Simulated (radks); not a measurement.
The numbers below are computed, except where a source is named.
Radial electron density D(r) = 4 pi r^2 rho(r) of an atom or ion with 66 electrons. Code: a radial shooting solver on a logarithmic mesh with Libxc functionals. Model: Dirac Kohn-Sham, SOGGA, spin-unpolarised, spherical densities, point nucleus.

r (bohr),D(r) (e/bohr)
0.00161,12.08
0.0022,19.08
0.003029,29.57
0.004138,43.49
0.005699,60.98
0.007785,78.64
0.01072,92.27
0.01465,95.85
0.02017,89.60
0.02778,84.93
0.03795,96.84
0.05226,119.4
0.0714,120.1
0.09832,98.17
0.1343,100.9
0.185,110.0
0.2527,72.74
0.348,52.85
0.4754,62.29
0.6547,41.43
0.8945,20.24
1.232,12.04
1.683,5.321
2.318,1.086
3.166,0.1360
4.36,0.06386
5.957,0.03826
8.203,0.008035
11.21,0.0003990

What is the nuclear charge?

Answer. Z = 69. The innermost maximum, from 1s, lies near gamma/Z bohr with gamma = sqrt(1 - (Z/c)^2) = 0.864, here 0.0125 bohr (found: 0.0138), and its height grows with Z. The density is that of the thulium ion Tm3+ in [Xe] 4f11.75 5f0.25; the configuration itself is not fixed sharply by these data, and Z only to a few units. D(r) has 4 maxima, at r = 0.0138, 0.0618, 0.171, 0.464 bohr, and minima at 0.0267, 0.112, 0.329 bohr, inside which lie 2.01, 11.13, 29.61 electrons.
